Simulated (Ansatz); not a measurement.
`F[SiH]([SiH3])O[SiH3]` + H₂O → `O[SiH](F)[SiH3]` + `O[SiH3]` at 600 K and 1 bar (formal hydrolysis of the Si–O bond).

Gas-phase electronic energies from Ansatz, PBE0-D4/def2-TZVP geometries. CCSD(T)/CBS adds triple-zeta CCSD(T) − MP2 to the extrapolated MP2 energy (def2 sets, frozen cores). This one scheme is used for every species. One conformer a species, not always the lowest.

| species | CCSD(T)/CBS energy (Eh) | H − E (kJ/mol) | S (J/(mol·K)) |
| --- | --- | --- | --- |
| `F[SiH]([SiH3])O[SiH3]` | -1046.55730 | 253.7 | 527.5 |
| H₂O | -76.37941 | 76.8 | 212.8 |
| `O[SiH](F)[SiH3]` | -756.23815 | 192.9 | 428.9 |
| `O[SiH3]` | -366.69042 | 135.7 | 307.9 |

H − E and S are ideal-gas, rigid-rotor, harmonic terms from PBE0-D4/def2-TZVP, for one conformer and one mirror image of each species. 1 Eh = 2625.50 kJ/mol, R = 8.31446 J/(mol·K).

**Question.** By hand: ΔE, ΔH, ΔS and ΔG.

**Answer.** ΔE = (-756.23815) + (-366.69042) − (-1046.55730) − (-76.37941) = 0.00814 Eh = 21.4 kJ/mol. Δ(H − E) = 192.9 + 135.7 − 253.7 − 76.8 = -1.9, so ΔH = 19.5 kJ/mol. ΔS = 428.9 + 307.9 − 527.5 − 212.8 = -3.5 J/(mol·K). ΔG = 19.5 − 600 × (-3.5)/1000 = 21.6 kJ/mol.

**Question.** By hand: the equilibrium constant, and the temperature at which ΔG would vanish if ΔH and ΔS stayed fixed.

**Answer.** log₁₀ K = −ΔG/(RT ln 10) = -1.9. ΔH and −TΔS have one sign here, so there is no such temperature. One of them is within its doubt of zero, so this could turn.

The number of gas molecules stays the same, so ΔS is small and ΔH decides. A doubt of 5 kJ/mol in ΔE shifts log₁₀ K by 0.4 here. Other conformers and mirror images would add mixing entropy, several J/(mol·K) or more a flexible species. Modes under 60 cm⁻¹, often nearly free rotors, make the harmonic entropy too high. These are equilibria of isolated gas molecules and say nothing of rates. Largest T1 diagnostic: 0.013 (customary marks: 0.02 for closed shells, 0.045 for open ones).
